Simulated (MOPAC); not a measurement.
MOPAC input (PM7):

```
PM7 PRECISE GNORM=0.05 LET XYZ UHF MS=0.5 GEO-OK AUX(PRECISION=9) THREADS=1
C4H2ClO

Cl    1.84991500 1   -0.76642800 1   -0.00001400 1
C     0.25200700 1   -0.14301100 1   -0.00109400 1
C    -0.96586200 1   -0.86821900 1   -0.03586000 1
C    -1.99538100 1   -0.00418500 1   -0.02348100 1
O    -1.47980500 1    1.26820700 1    0.01853700 1
C    -0.12120000 1    1.16440300 1    0.03150800 1
H    -3.06525400 1   -0.09230900 1   -0.03849900 1
H     0.43775500 1    2.08199100 1    0.06400100 1
```

Output:

```
 *******************************************************************************
 **                                                                           **
 **                              MOPAC v23.2.5                                **
 **                                                                           **
 *******************************************************************************
 ** MOPAC's Digital Object Identifier: https://doi.org/10.5281/zenodo.6511958 **
 **                                                                           **
 ** Please cite the open-source release paper for use of this MOPAC version:  **
 ** J. E. Moussa and J. J. P. Stewart (2026)                                  **
 ** MOPAC: An open-source semiempirical molecular orbital program             **
 ** J. Open Source Softw., 11(119), 8025, https://doi.org/10.21105/joss.08025 **
 *******************************************************************************

                              PM7 CALCULATION RESULTS

 *******************************************************************************
 *  PM7        - The PM7 Hamiltonian to be used
 *  GEO-OK     - OVERRIDE INTERATOMIC DISTANCE AND OTHER SAFETY CHECKS
 *  UHF        - UNRESTRICTED HARTREE-FOCK CALCULATION
 *  MS=        - IN MECI, MAGNETIC COMPONENT OF SPIN =  0.5
 *  LET        - OVERRIDE SOME SAFETY CHECKS
 *  PRECISE    - TIGHTER CRITERIA TO BE USED
 *  XYZ        - CARTESIAN COORDINATE SYSTEM TO BE USED
 *  GNORM      - EXIT WHEN GRADIENT NORM DROPS BELOW 0.050
 *  AUX        - OUTPUT AUXILIARY INFORMATION
 *******************************************************************************
PM7 PRECISE GNORM=0.05 LET XYZ UHF MS=0.5 GEO-OK AUX(PRECISION=9) THREADS=1
 C4H2ClO

   ATOM   CHEMICAL          X               Y               Z
  NUMBER   SYMBOL      (ANGSTROMS)     (ANGSTROMS)     (ANGSTROMS)

     1      Cl          1.84991500  *  -0.76642800  *  -0.00001400  *
     2       C          0.25200700  *  -0.14301100  *  -0.00109400  *
     3       C         -0.96586200  *  -0.86821900  *  -0.03586000  *
     4       C         -1.99538100  *  -0.00418500  *  -0.02348100  *
     5       O         -1.47980500  *   1.26820700  *   0.01853700  *
     6       C         -0.12120000  *   1.16440300  *   0.03150800  *
     7       H         -3.06525400  *  -0.09230900  *  -0.03849900  *
     8       H          0.43775500  *   2.08199100  *   0.06400100  *

          CARTESIAN COORDINATES

    NO.       ATOM           X           Y           Z

     1        Cl          1.8499     -0.7664     -0.0000
     2         C          0.2520     -0.1430     -0.0011
     3         C         -0.9659     -0.8682     -0.0359
     4         C         -1.9954     -0.0042     -0.0235
     5         O         -1.4798      1.2682      0.0185
     6         C         -0.1212      1.1644      0.0315
     7         H         -3.0653     -0.0923     -0.0385
     8         H          0.4378      2.0820      0.0640

 General Reference for PM7:
 "Optimization of Parameters for Semiempirical Methods VI: More Modifications to the
 NDDO Approximations and Re-optimization of Parameters", J. J. P. Stewart, J. Mol. Mod., 1:32, 19 (2013)
 https://link.springer.com/article/10.1007/s00894-012-1667-x

           Empirical Formula: C4 H2 O Cl  =     8 atoms

      MOLECULAR POINT GROUP   :   Cs

          UHF CALCULATION, NO. OF ALPHA ELECTRONS =   16
                           NO. OF BETA  ELECTRONS =   15

          Geometry optimization using EF

          DIAGONAL MATRIX USED AS START HESSIAN

 CYCLE:     1  GRAD.:    83.514 HEAT:  56.63780
 CYCLE:     2  GRAD.:   293.797 HEAT:  78.15905
 CYCLE:     3  GRAD.:   429.925 HEAT:  73.09959
 CYCLE:     4  GRAD.:   564.878 HEAT:  85.99161
 CYCLE:     5  GRAD.:   289.869 HEAT:  83.86771
 CYCLE:     6  GRAD.:   214.612 HEAT:  69.41777
 CYCLE:     7  GRAD.:   454.125 HEAT:  88.49830
 CYCLE:     8  GRAD.:   542.726 HEAT:  83.75434
 CYCLE:     9  GRAD.:   242.845 HEAT:  71.15084
 CYCLE:    10  GRAD.:   223.710 HEAT:  66.41885
 CYCLE:    11  GRAD.:   425.636 HEAT:  75.90768
 CYCLE:    12  GRAD.:   248.725 HEAT:  76.90013
 CYCLE:    13  GRAD.:   179.946 HEAT:  63.40293
 CYCLE:    14  GRAD.:   260.208 HEAT:  66.67762
 CYCLE:    15  GRAD.:    77.937 HEAT:  56.26888
 CYCLE:    16  GRAD.:    54.338 HEAT:  55.61139
 CYCLE:    17  GRAD.:    55.792 HEAT:  55.60746
 CYCLE:    18  GRAD.:    23.995 HEAT:  54.87508
 CYCLE:    19  GRAD.:    65.170 HEAT:  55.99562
 CYCLE:    20  GRAD.:     3.822 HEAT:  54.63116
 CYCLE:    21  GRAD.:     3.347 HEAT:  54.62650
 CYCLE:    22  GRAD.:     0.326 HEAT:  54.61791
 CYCLE:    23  GRAD.:     0.231 HEAT:  54.61788
 CYCLE:    24  GRAD.:     0.075 HEAT:  54.61782
 CYCLE:    25  GRAD.:     0.044 HEAT:  54.61781

     GRADIENT =  0.04356 IS LESS THAN CUTOFF =  0.05000

 -------------------------------------------------------------------------------
 PM7 PRECISE GNORM=0.05 LET XYZ UHF MS=0.5 GEO-OK AUX(PRECISION=9) THREADS=1
 C4H2ClO

     GEOMETRY OPTIMISED USING EIGENVECTOR FOLLOWING (EF).
     SCF FIELD WAS ACHIEVED

                              PM7 CALCULATION
                                                       MOPAC v23.2.5 Linux

          FINAL HEAT OF FORMATION =         54.61781 KCAL/MOL =     228.52092 KJ/MOL

          COSMO AREA              =        119.00 SQUARE ANGSTROMS
          COSMO VOLUME            =        107.15 CUBIC ANGSTROMS

          GRADIENT NORM           =          0.04356          =       0.01540 PER ATOM
          IONIZATION POTENTIAL    =          9.864418 EV
          ALPHA SOMO LUMO (EV)    =         -9.864 -0.283
          BETA  SOMO LUMO (EV)    =         -9.908 -1.047
          NO. OF ALPHA ELECTRONS  =         16
          NO. OF BETA  ELECTRONS  =         15
          MOLECULAR WEIGHT        =        101.5122         POINT GROUP:  Cs

          MOLECULAR DIMENSIONS (Angstroms)

            Atom       Atom       Distance
            H     7   Cl     1     4.93054
            H     8    C     3     3.12919
            C     6   Cl     1     0.00000

          SCF CALCULATIONS        =         26

   ATOM   CHEMICAL          X               Y               Z
  NUMBER   SYMBOL      (ANGSTROMS)     (ANGSTROMS)     (ANGSTROMS)

     1      Cl          1.82255819  *  -0.77031315  *  -0.00044432  *
     2       C          0.27785965  *  -0.14875029  *  -0.00095306  *
     3       C         -0.93856761  *  -0.85845997  *  -0.03526452  *
     4       C         -1.99934945  *  -0.02955591  *  -0.02424495  *
     5       O         -1.48430569  *   1.27474006  *   0.01866868  *
     6       C         -0.10808510  *   1.17331216  *   0.03191409  *
     7       H         -3.05960960  *  -0.08238618  *  -0.03815330  *
     8       H          0.39724966  *   2.11203211  *   0.06437604  *

                             CARTESIAN COORDINATES

   1   Cl        1.822558191    -0.770313149    -0.000444322
   2    C        0.277859654    -0.148750290    -0.000953063
   3    C       -0.938567613    -0.858459969    -0.035264522
   4    C       -1.999349453    -0.029555907    -0.024244947
   5    O       -1.484305689     1.274740062     0.018668675
   6    C       -0.108085099     1.173312163     0.031914090
   7    H       -3.059609597    -0.082386185    -0.038153295
   8    H        0.397249663     2.112032115     0.064376040

           Empirical Formula: C4 H2 O Cl  =     8 atoms

      MOLECULAR POINT GROUP   :   Cs

          ALPHA EIGENVALUES
 -33.34614 -28.62847 -26.18798 -24.91394 -20.82045 -19.86067 -17.44718 -15.86456
 -15.33888 -14.76234 -14.31812 -12.65711 -11.45834 -11.07867 -10.79959  -9.86442
  -0.28340   0.65101   0.73396   1.50089   3.04821   3.81214   4.18290   4.62736
   5.05513   5.42517  68.79993  68.81969  68.88328  68.98048  68.99207

           BETA EIGENVALUES
 -33.13297 -28.44881 -26.08610 -24.85387 -20.69346 -19.59615 -17.05755 -15.79186
 -15.29118 -14.65147 -14.19342 -12.67849 -11.24128 -10.53867  -9.90776  -1.04652
  -0.26895   0.86890   1.07527   1.69697   3.20463   3.85353   4.37716   4.67071
   5.08703   5.37999  68.80572  68.81970  68.88830  68.97493  68.98841

              NET ATOMIC CHARGES AND DIPOLE CONTRIBUTIONS

  ATOM NO.   TYPE          CHARGE      No. of ELECS.   s-Pop       p-Pop       d-Pop
    1         Cl           0.016310        6.9837     1.97819     4.99950     0.00600
    2          C          -0.156389        4.1564     1.08097     3.07542
    3          C           0.014419        3.9856     1.19711     2.78847
    4          C          -0.097667        4.0977     1.12112     2.97655
    5          O          -0.142071        6.1421     1.88092     4.26115
    6          C          -0.017909        4.0179     1.11998     2.89793
    7          H           0.192688        0.8073     0.80731
    8          H           0.190619        0.8094     0.80938
 DIPOLE           X         Y         Z       TOTAL
 POINT-CHG.    -0.639     0.892     0.018     1.098
 HYBRID        -0.317     0.346     0.006     0.470
 SUM           -0.956     1.238     0.024     1.565

          ATOMIC ORBITAL ELECTRON POPULATIONS

     Atom    s        px        py        pz      x^2-y^2     xz        z^2       yz        xy
    1 Cl   1.97819   1.17908   1.85656   1.96386   0.00208   0.00060   0.00114   0.00012   0.00206
    2  C   1.08097   0.93807   0.97771   1.15964
    3  C   1.19711   0.93100   0.86024   0.99722
    4  C   1.12112   1.04685   0.81184   1.11786
    5  O   1.88092   1.23982   1.29917   1.72215
    6  C   1.11998   0.82869   1.03170   1.03754
    7  H   0.80731
    8  H   0.80938

                    (SZ)    =    0.500000
                    (S**2)  =    0.798281

          ATOMIC ORBITAL SPIN POPULATIONS

    Atom   Total    s     px     py     pz   x^2-y^2  xz     z^2    yz     xy
         Atomic
    1 Cl  0.0001 -0.000  0.005  0.002 -0.007  0.000 -0.000  0.000 -0.000  0.000
    2  C -0.1074 -0.004 -0.002 -0.011 -0.090
    3  C  1.0980  0.179  0.030  0.725  0.163
    4  C -0.2059  0.000 -0.003 -0.034 -0.169
    5  O  0.0780  0.001  0.002  0.077 -0.002
    6  C  0.1341  0.011 -0.001  0.019  0.105
    7  H  0.0056  0.006
    8  H -0.0025 -0.002

 **********************
 *                    *
 * JOB ENDED NORMALLY *
 *                    *
 **********************

 == MOPAC DONE ==
```

The geometry given is a B3LYP-D3(BJ)/def2-TZVP minimum.
